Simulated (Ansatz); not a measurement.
Total energies of trans-NiH(PF3)2F (NiP₂HF₇) from Ansatz at PBE-D4/def2-TZVP, gas phase (1 Eh = 27.2114 eV = 2625.5 kJ/mol). The reference geometry is relaxed at PBE-D4/def2-SVP.

Cartesian coordinates in Å:
```
Ni -0.079 -0.036 0.006
H 1.275 0.510 -0.044
P -0.444 1.380 1.484
F -1.604 2.442 1.207
F 0.697 2.388 1.968
F -0.917 0.844 2.912
F -1.754 -0.708 0.072
P 0.552 -1.336 -1.488
F 0.478 -2.902 -1.179
F 2.041 -1.274 -2.065
F -0.245 -1.307 -2.872
```

| state | geometry | energy (Eh) |
| --- | --- | --- |
| charge 0 singlet | reference | -2890.00399 |
| charge 1 doublet | reference | -2889.64276 |
| charge 0 triplet | relaxed at PBE-D4/def2-SVP | -2889.95202 |
| free Ni atom (triplet) | – | -1508.03861 |
| free H atom (doublet) | – | -0.49962 |
| free P atom (quartet) | – | -341.10299 |
| free F atom (doublet) | – | -99.66912 |

(1) Work out the vertical ionisation energy to the doublet.

(2) Which of the charge 0 states is lowest, and how far above it are the others?

(3) What is the binding energy per atom against free atoms?

(1) E(charge 1 doublet) − E(charge 0 singlet) = -2889.64276 − (-2890.00399) = 0.36123 Eh = 9.83 eV. For comparison, −ε of the highest occupied level is 6.34 eV at this level, 3.49 eV less.

(2) The singlet. triplet: -2889.95202 − (-2890.00399) = 0.05197 Eh = 136.4 kJ/mol.

(3) Atoms: 1 × (-1508.03861) + 1 × (-0.49962) + 2 × (-341.10299) + 7 × (-99.66912) = -2888.42805 Eh. Binding: -2888.42805 − (-2890.00399) = 1.57594 Eh = 42.88 eV, or 3.90 eV for each of 11 atoms (no zero-point energy, no counterpoise term).
